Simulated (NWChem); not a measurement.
HSF2 cation; SMILES F[SH+]F

```xyz
4

F     -0.4891    -0.0220    -1.2029
S      0.4827    -0.0317     0.0000
F     -0.4891    -0.0220     1.2029
H      0.7424     1.3230     0.0000
```
Atoms are numbered in this order, from 1.

The geometry was optimised at PBE0/def2-SVP.

### Question
Give the principal values of the shielding tensors (ppm) of F1, S2 from PBE0/pcSseg-2, GIAO (NWChem), with their diamagnetic and paramagnetic parts as GIAO splits them.

### Answer
```csv
atom,σ11,σ22,σ33,isotropic,diamagnetic,paramagnetic
F1,-20.8,219.3,536.7,245.1,464.1,-219.1
S2,-326.7,-122.0,16.0,-144.2,1046.2,-1190.4
```
